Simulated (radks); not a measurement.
Isoelectronic series with 37 electrons, each ion in its NIST ground configuration. Method: scalar-relativistic Kohn-Sham, SCAN, spin-polarised, spherical densities, finite nucleus; open shells are filled with parallel spins first (spin-orbit coupling, left out, can overturn this in heavy ions); meta-GGA in the generalised Kohn-Sham scheme; Fermi nuclear charge, rms radius of each element as measured or else 0.836 A^(1/3) + 0.57 fm; computed with a radial shooting solver on a logarithmic mesh with Libxc functionals. Total energies (hartree) and orbital eigenvalues (eV):

ion    configuration  E (hartree)      4d up    4p down      4p up
Ho30+       [Kr] 4d1  -12155.7004  -1095.703  -1249.915  -1253.652
Tm32+       [Kr] 4d1  -13019.9915  -1226.219  -1391.697  -1395.609
Lu34+       [Kr] 4d1  -13918.6406  -1363.766  -1541.011  -1545.099
Ta36+       [Kr] 4d1  -14852.4784  -1508.355  -1697.909  -1702.172
Re38+       [Kr] 4d1  -15822.1112  -1659.996  -1862.447  -1866.885
Ir40+       [Kr] 4d1  -16828.3191  -1818.706  -2034.683  -2039.297
Au42+       [Kr] 4d1  -17871.9379  -1984.498  -2214.681  -2219.471
Tl44+       [Kr] 4d1  -18953.8468  -2157.391  -2402.506  -2407.473
Bi46+       [Kr] 4d1  -20074.9970  -2337.403  -2598.228  -2603.373
